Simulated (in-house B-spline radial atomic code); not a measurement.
Checks on a self-consistent run for Zn II (Zn+), [Ar] 3d9 4s1 8g1. Method: Dirac-Hartree-Fock, average of configuration, Fermi nucleus of rms radius 3.9283 fm. Calculated with a radial B-spline atomic code at the basis-set limit.

```json
{"orbital": "1s1/2", "q": "2", "ε (Eh)": "-358.80715", "<1/r>": "30.2318", "<r²>": "0.00340185", "small-component weight": "0.011736"}
{"orbital": "2s1/2", "q": "2", "ε (Eh)": "-46.42446", "<1/r>": "6.65205", "<r²>": "0.0597757", "small-component weight": "0.0022596"}
{"orbital": "2p1/2", "q": "2", "ε (Eh)": "-40.81597", "<1/r>": "6.5763", "<r²>": "0.0470765", "small-component weight": "0.0022244"}
{"orbital": "2p3/2", "q": "4", "ε (Eh)": "-39.92760", "<1/r>": "6.42197", "<r²>": "0.0485696", "small-component weight": "0.0021857"}
{"orbital": "3s1/2", "q": "2", "ε (Eh)": "-6.83934", "<1/r>": "2.09739", "<r²>": "0.527557", "small-component weight": "0.0004968"}
{"orbital": "3p1/2", "q": "2", "ε (Eh)": "-4.98292", "<1/r>": "1.96385", "<r²>": "0.577948", "small-component weight": "0.00044804"}
{"orbital": "3p3/2", "q": "4", "ε (Eh)": "-4.86105", "<1/r>": "1.92911", "<r²>": "0.593735", "small-component weight": "0.00043871"}
{"orbital": "3d3/2", "q": "3.6", "ε (Eh)": "-1.81147", "<1/r>": "1.60135", "<r²>": "0.843007", "small-component weight": "0.00032054"}
{"orbital": "3d5/2", "q": "5.4", "ε (Eh)": "-1.79541", "<1/r>": "1.59116", "<r²>": "0.853926", "small-component weight": "0.0003175"}
{"orbital": "4s1/2", "q": "1", "ε (Eh)": "-1.03206", "<1/r>": "0.580655", "<r²>": "5.50836", "small-component weight": "5.4236e-05"}
{"orbital": "8g7/2", "q": "0.44444", "ε (Eh)": "-0.03125", "<1/r>": "0.0312638", "<r²>": "2087.35", "small-component weight": "8.3278e-07"}
{"orbital": "8g9/2", "q": "0.55556", "ε (Eh)": "-0.03125", "<1/r>": "0.0312637", "<r²>": "2087.35", "small-component weight": "8.3278e-07"}
```

Electron-electron repulsion V_ee = 681.2594 hartree.

Q: What total energy follows from the eigenvalues?

A: The eigenvalues count the repulsion twice, so E = Σqε - V_ee = -1112.174 - 681.259 = -1793.433 hartree; the run printed -1793.433.

Q: Does the Dirac virial theorem hold?

A: For a point nucleus E = -2c²Σq·w, with w the small-component weight. Here Σq·w = 0.047751 and c = 137.0360, so the ratio E/(-2c²Σq·w) is 1.000010; the finite nucleus accounts for the departure from 1.

Q: What diamagnetic shielding (Lamb formula) and susceptibility (Langevin formula) do the radii give?

A: σ = (α²/3)Σq<1/r> = 143.416/(3·137.036²) = 2545.7 ppm, and χ = -0.79199×10⁻⁶·Σq<r²> = -1668×10⁻⁶ cm³/mol with Σq<r²> = 2105.5 bohr². Both are non-relativistic formulas without the paramagnetism of open shells.
